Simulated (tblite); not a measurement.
C2H12NPSi2.
Atom-mapped SMILES: `[CH3:1][N:2]([CH3:3])[Si@@H:4]([SiH3:5])[PH2:6]` (hydrogens: H7, H8, H9 on C1; H10, H11, H12 on C3; H13 on Si4; H14, H15, H16 on Si5; H17, H18 on P6)

Structure used (GFN2-xTB), in Å, numbered top down from 1:
```xyz
18
C2H12NPSi2 angstrom
C     -1.9735   -0.9074    0.0749
N     -0.9112    0.0626   -0.0198
C     -1.4092    1.4129   -0.0812
Si     0.6623   -0.3058   -0.6231
Si     2.1738    1.1196    0.4244
P      0.9585   -2.5069   -0.2596
H     -2.6465   -0.8578   -0.7890
H     -1.5495   -1.9092    0.1278
H     -2.5623   -0.7273    0.9793
H     -2.0485    1.6151    0.7825
H     -0.5788    2.1148   -0.0746
H     -1.9988    1.5835   -0.9897
H      0.7504   -0.2346   -2.1095
H      2.3659    2.3542   -0.3430
H      1.7725    1.5369    1.7719
H      3.4961    0.5016    0.5590
H      2.3081   -2.4564   -0.5413
H      1.1820   -2.3894    1.0993
```

Calculated harmonic vibrations of the isolated species, GFN2-xTB (tblite), most abundant isotopes, no scaling. This tight-binding method is rough: wavenumbers can miss measured ones by several per cent, in bad cases by 10 to 20. Modes of hydrogen on phosphorus and silicon can be 10 to 20 % off. One conformer, not necessarily the lowest.

Harmonic wavenumbers (cm⁻¹): 48.9, 66.3, 102.2, 113.9, 118.5, 144.7, 172.2, 191.5, 261.4, 290.4, 361.0, 413.7, 442.4, 449.5, 518.2, 607.4, 628.3, 674.8, 720.7, 739.4, 790.3, 806.4, 811.7, 1030.4, 1055.8, 1087.3, 1123.4, 1152.4, 1202.0, 1295.3, 1417.1, 1428.2, 1471.2, 1485.8, 1497.8, 1508.1, 1989.4, 2227.4, 2230.0, 2236.6, 2313.6, 2404.8, 2900.2, 2904.7, 2946.8, 2954.9, 3006.5, 3027.3.

A = 1654, B = 1584, C = 878.8 MHz; mass 137.025 u (most abundant isotopes); point group C1, symmetry number 1.

Question: Zero-point energy?

Answer: ½Σν̃ = 28685 cm⁻¹ = 343.15 kJ/mol.

Question: What is S at 350 K and 1 bar for an ideal gas of classical rigid rotors and harmonic oscillators?

Answer: Translation 173.55, rotation 124.70, vibration 177.03: S = 475.3 J/(mol K).

Question: And Cp and H(350 K) − H(0)?

Answer: Cp = 195.97 J/(mol K), of which vibrations give 162.71 (their classical limit is 48 R = 399.1); H(350 K) − H(0) = 43.12 kJ/mol without the zero-point energy, 31.48 from vibrations.

Question: Which modes carry the vibrational entropy at 350 K?

Answer: 48.9 cm⁻¹: 21.67; 66.3 cm⁻¹: 19.15; 102.2 cm⁻¹: 15.59; 113.9 cm⁻¹: 14.70; 118.5 cm⁻¹: 14.38; 144.7 cm⁻¹: 12.76 J/(mol K); the other 42 give 78.80 together.

Question: How do the functions run with temperature in this model?

Answer: 
```tsv
T (K)	S (J/(mol K))	Cp (J/(mol K))	H − H(0) (kJ/mol)	G − H(0) (kJ/mol)	ln q(vib)
50	249.5	63.0	2.21	-10.26	0.60
100	303.3	93.6	6.18	-24.15	2.19
298.15	445.4	177.5	33.44	-99.35	8.85
373.15	488.1	203.7	47.75	-134.37	11.18
500	553.1	241.5	76.07	-200.50	14.93
750	662.2	296.8	143.81	-352.87	21.67
1000	753.1	334.4	223.01	-530.11	27.69
```

q(vib) and H(0) count from the zero-point level.

Question: Blend soft modes into free rotors: weight 1/[1 + (100 cm⁻¹/ν̃)⁴] for the oscillator and the rest for a rotor with moment μB/(μ + B), μ = h/(8π²ν), B = 10⁻⁴⁴ kg m². What vibrational entropy results?

Answer: 163.55 J/(mol K) in place of 177.03, which changes −T·S at 350 K by +4.72 kJ/mol.

Question: What must be added to the electronic energy to get the Gibbs energy at 350 K and 1 bar?

Answer: ZPE + [H(350 K) − H(0)] − T·S = 343.15 + 43.12 − 166.35 = 219.92 kJ/mol.

Hindered rotation and anharmonicity are outside this model. Other conformers, if any are populated, would add a mixing term that is left out. The structure is chiral; the term R ln 2 for an equal mix with its mirror image is left out.

On an Arm Neoverse V1 with one thread, no GPU, shared host with 32 logical CPUs at a one-minute load of 14, this took 0.76 s. The figure is for the frequency step alone.
